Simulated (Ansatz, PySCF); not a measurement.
Potential energy curve for ClBe (cation, charge +1), lowest singlet found (which spin is the ground state isn't settled by this scan).

UHF/cc-pVDZ (Ansatz, a program for electronic structure); RHF/cc-pVDZ (Ansatz); UKS-BLYP = unrestricted BLYP/cc-pVDZ in Ansatz; RKS-BLYP = restricted BLYP/cc-pVDZ in Ansatz; UKS-B3LYP = unrestricted B3LYP/cc-pVDZ run with Ansatz; RKS-B3LYP = restricted B3LYP/cc-pVDZ (Ansatz); UKS-PBE = unrestricted PBE/cc-pVDZ (Ansatz); RKS-PBE = restricted PBE/cc-pVDZ run with Ansatz; UKS-B3LYP/6-31G* = PySCF with unrestricted B3LYP/6-31G*, spherical d; RKS-B3LYP/6-31G* = PySCF 2.14.0 with restricted B3LYP/6-31G*, spherical d; UKS-LDA (SVWN5)/6-31G* = unrestricted LDA (SVWN5)/6-31G*, spherical d (PySCF 2.14.0); RKS-LDA (SVWN5)/6-31G* = restricted LDA (SVWN5)/6-31G*, spherical d (PySCF 2.14.0); UKS-B3LYP/6-311+G** = PySCF with unrestricted B3LYP/6-311+G**, spherical d; RKS-B3LYP/6-311+G** = PySCF with restricted B3LYP/6-311+G**, spherical d; UKS-B3LYP/3-21G = PySCF with unrestricted B3LYP/3-21G; RKS-B3LYP/3-21G = restricted B3LYP/3-21G (PySCF).

Scanned distances (Å): 1.42, 1.56, 1.64, 1.73, 1.79, 1.88, 1.94, 2.01, 2.08, 2.15, 2.22, 2.37, 2.51, 2.69, 2.89.

Task: Where does the unrestricted solution first break spin symmetry (<S²> of 0.01 or more)?

Result: UHF: between 2.22 and 2.37 Å; UKS-BLYP: between 2.37 and 2.51 Å; UKS-B3LYP: between 2.37 and 2.51 Å; UKS-PBE: between 2.37 and 2.51 Å; UKS-B3LYP/6-31G*: between 2.37 and 2.51 Å; UKS-LDA (SVWN5)/6-31G*: between 2.37 and 2.51 Å; UKS-B3LYP/6-311+G**: between 2.37 and 2.51 Å; UKS-B3LYP/3-21G: between 2.51 and 2.69 Å.

```csv
R / Å,<S²> UHF,E(RHF) − E(UHF) / eV,<S²> UKS-BLYP,E(RKS-BLYP) − E(UKS-BLYP) / eV,<S²> UKS-B3LYP,E(RKS-B3LYP) − E(UKS-B3LYP) / eV,<S²> UKS-PBE,E(RKS-PBE) − E(UKS-PBE) / eV,<S²> UKS-B3LYP/6-31G*,E(RKS-B3LYP/6-31G*) − E(UKS-B3LYP/6-31G*) / eV,<S²> UKS-LDA (SVWN5)/6-31G*,E(RKS-LDA (SVWN5)/6-31G*) − E(UKS-LDA (SVWN5)/6-31G*) / eV,<S²> UKS-B3LYP/6-311+G**,E(RKS-B3LYP/6-311+G**) − E(UKS-B3LYP/6-311+G**) / eV,<S²> UKS-B3LYP/3-21G,E(RKS-B3LYP/3-21G) − E(UKS-B3LYP/3-21G) / eV
1.42,0.00,0.000,0.00,0.000,0.00,0.000,0.00,0.000,0.00,0.000,0.00,0.000,0.00,0.000,0.00,0.000
1.56,0.00,0.000,0.00,0.000,0.00,0.000,0.00,0.000,0.00,0.000,0.00,0.000,0.00,0.000,0.00,0.000
1.64,0.00,0.000,0.00,0.000,0.00,0.000,0.00,0.000,0.00,0.000,0.00,0.000,0.00,0.000,0.00,0.000
1.73,0.00,0.000,0.00,0.000,0.00,0.000,0.00,0.000,0.00,0.000,0.00,0.000,0.00,0.000,0.00,0.000
1.79,0.00,0.000,0.00,0.000,0.00,0.000,0.00,0.000,0.00,0.000,0.00,0.000,0.00,0.000,0.00,0.000
1.88,0.00,0.000,0.00,0.000,0.00,0.000,0.00,0.000,0.00,0.000,0.00,0.000,0.00,0.000,0.00,0.000
1.94,0.00,0.000,0.00,0.000,0.00,0.000,0.00,0.000,0.00,0.000,0.00,0.000,0.00,0.000,0.00,0.000
2.01,0.00,0.000,0.00,0.000,0.00,0.000,0.00,0.000,0.00,0.000,0.00,0.000,0.00,0.000,0.00,0.000
2.08,0.00,0.000,0.00,0.000,0.00,0.000,0.00,0.000,0.00,0.000,0.00,0.000,0.00,0.000,0.00,0.000
2.15,0.00,0.000,0.00,0.000,0.00,0.000,0.00,0.000,0.00,0.000,0.00,0.000,0.00,0.000,0.00,0.000
2.22,0.00,0.000,0.00,0.000,0.00,0.000,0.00,0.000,0.00,0.000,0.00,0.000,0.00,0.000,0.00,0.000
2.37,0.35,0.074,0.00,0.000,0.00,0.000,0.00,0.000,0.00,0.000,0.00,0.000,0.00,0.000,0.00,0.000
2.51,1.01,0.610,0.17,0.013,0.03,0.000,0.14,0.008,0.04,0.001,0.03,0.000,0.02,0.000,0.00,0.000
2.69,1.01,1.238,0.40,0.065,0.48,0.059,0.42,0.067,0.50,0.064,0.26,0.030,0.46,0.052,0.42,0.041
2.89,1.01,1.841,0.62,0.165,0.83,0.270,0.66,0.189,0.84,0.278,0.51,0.102,0.82,0.256,0.80,0.230
```
